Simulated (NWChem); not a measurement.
Species: SiHCl, singlet; SMILES Cl[SiH]

```xyz
3

Si    -0.0798    -1.1153     0.0000
H      1.4428    -1.2886     0.0000
Cl    -0.0192     0.9943     0.0000
```
Atoms are numbered in this order, from 1.

All runs: NWChem. Pople sets run with spherical d functions. Low-valent species are run as closed-shell singlets; no triplet was tried in these runs. Structure relaxed at the B3LYP/6-31G* (spherical d) level. Ions are spin-unrestricted doublets at the neutral geometry; other ion states weren't tried.

Problem. Predict the results for M06-2X/6-31+G*. Quantities: vertical ionisation energy, ΔSCF (eV); −ε(HOMO) (eV).

Solution. 
```
Item                                   Result
-------------------------------------  ------
vertical ionisation energy, ΔSCF (eV)    9.63
−ε(HOMO) (eV)                            8.19
```
